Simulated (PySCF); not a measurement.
HKO, singlet, geometry from GFN2-xTB (such geometries of metal compounds can be far from the true shape); PySCF with DF-M062X/pc-1.

Input for PySCF:
```python
from pyscf import gto, scf, dft

mol = gto.M(
    atom='''
K    -0.515992   -0.253325   -0.435053
O     1.047786    0.444316    0.880931
H     1.421565    1.258641    1.218564
''',
    basis='pc-1',
    charge=0,
    spin=0,
    verbose=4,
)

mf = dft.RKS(mol)
mf.xc = 'm062x'
mf = mf.density_fit(auxbasis='def2-universal-jkfit')
mf.kernel()
```

The log (banner, timings and long lists left out):

```
PySCF version 2.14.0

[INPUT] verbose = 4
[INPUT] num. atoms = 3
[INPUT] num. electrons = 28
[INPUT] charge = 0
[INPUT] spin (= nelec alpha-beta = 2S) = 0
[INPUT] symmetry False subgroup None
[INPUT] Mole.unit = angstrom
[INPUT] Symbol           X                Y                Z      unit          X                Y                Z       unit  Magmom
[INPUT]  1 K     -0.515992000000  -0.253325000000  -0.435053000000 AA   -0.975083562467  -0.478714870505  -0.822131019670 Bohr   0.0
[INPUT]  2 O      1.047786000000   0.444316000000   0.880931000000 AA    1.980028577154   0.839635552762   1.664718324639 Bohr   0.0
[INPUT]  3 H      1.421565000000   1.258641000000   1.218564000000 AA    2.686368518267   2.378486779149   2.302752225254 Bohr   0.0

nuclear repulsion = 45.0605955868362
number of shells = 8
number of NR pGTOs = 90
number of NR cGTOs = 43
basis = pc-1
ecp = {}

******** <class 'pyscf.df.df_jk.DFRKS'> ********
method = DFRKS
initial guess = minao
damping factor = 0
level_shift factor = 0
DIIS = <class 'pyscf.scf.diis.CDIIS'>
diis_start_cycle = 1
diis_space = 8
diis_damp = 0
SCF conv_tol = 1e-09
SCF conv_tol_grad = None
SCF max_cycles = 50
direct_scf = False
XC library pyscf.dft.libxc version 7.1.2
    S. Lehtola, C. Steigemann, M. J. T. Oliveira, and M. A. L. Marques,  SoftwareX 7, 1–5 (2018)
XC functionals = m062x
    Y. Zhao and D. G. Truhlar,  Theor. Chem. Acc. 120, 215 (2008)
    Y. Zhao and D. G. Truhlar,  Theor. Chem. Acc. 120, 215 (2008)
radial grids:
    Treutler-Ahlrichs [JCP 102, 346 (1995); DOI:10.1063/1.469408] (M4) radial grids

becke partition: Becke, JCP 88, 2547 (1988); DOI:10.1063/1.454033
pruning grids: <function nwchem_prune>
grids dens level: 3
symmetrized grids: False
atomic radii adjust function: <function treutler_atomic_radii_adjust>
small_rho_cutoff = 0
Set gradient conv threshold to 3.16228e-05
Initial guess from minao.
tot grids = 43936
******** <class 'pyscf.df.df.DF'> ********
auxbasis = def2-universal-jkfit
init E= -675.430197920552
  HOMO = -0.450291192441694  LUMO = -0.0848306041568314  gap/eV = 9.94469
cycle= 1 E= -675.513994969464  delta_E= -0.0838  |g|= 0.87  |ddm|= 1.38
  HOMO = -0.0170962498267113  LUMO = -0.00959261504966369  gap/eV = 0.20418
cycle= 2 E= -673.854022924846  delta_E= 1.66  |g|=  2.3  |ddm|= 2.88
  HOMO = -0.301016842448334  LUMO = -0.0407957246903834  gap/eV = 7.08098
cycle= 3 E= -675.653975214491  delta_E= -1.8  |g|= 0.258  |ddm|= 2.71
  HOMO = -0.236055052881813  LUMO = -0.0359457513841912  gap/eV = 5.44525
cycle= 4 E= -675.671200409178  delta_E= -0.0172  |g|= 0.0503  |ddm|= 0.233
  HOMO = -0.233471847849642  LUMO = -0.0305774992712613  gap/eV = 5.52104
cycle= 5 E= -675.671858825314  delta_E= -0.000658  |g|= 0.0041  |ddm|= 0.0606
  HOMO = -0.235121822838085  LUMO = -0.0298939244960725  gap/eV = 5.58454
cycle= 6 E= -675.671868185907  delta_E= -9.36e-06  |g|= 0.00144  |ddm|= 0.00991
  HOMO = -0.23535840184629  LUMO = -0.0298935589954032  gap/eV = 5.59098
cycle= 7 E= -675.671868984631  delta_E= -7.99e-07  |g|= 0.000547  |ddm|= 0.00183
  HOMO = -0.235453654386394  LUMO = -0.0299316370576426  gap/eV = 5.59254
cycle= 8 E= -675.671869113059  delta_E= -1.28e-07  |g|= 7.7e-05  |ddm|= 0.00081
  HOMO = -0.235462583822988  LUMO = -0.0299427898154789  gap/eV = 5.59248
cycle= 9 E= -675.671869119562  delta_E= -6.5e-09  |g|= 1.24e-05  |ddm|= 0.000261
  HOMO = -0.235460645979804  LUMO = -0.0299442252580286  gap/eV = 5.59239
cycle= 10 E= -675.671869119715  delta_E= -1.52e-10  |g|= 5.46e-06  |ddm|= 3.62e-05
  HOMO = -0.235458303627255  LUMO = -0.0299442703722033  gap/eV = 5.59232
Extra cycle  E= -675.671869119722  delta_E= -7.5e-12  |g|= 6.08e-06  |ddm|= 1.09e-05
converged SCF energy = -675.671869119722
```
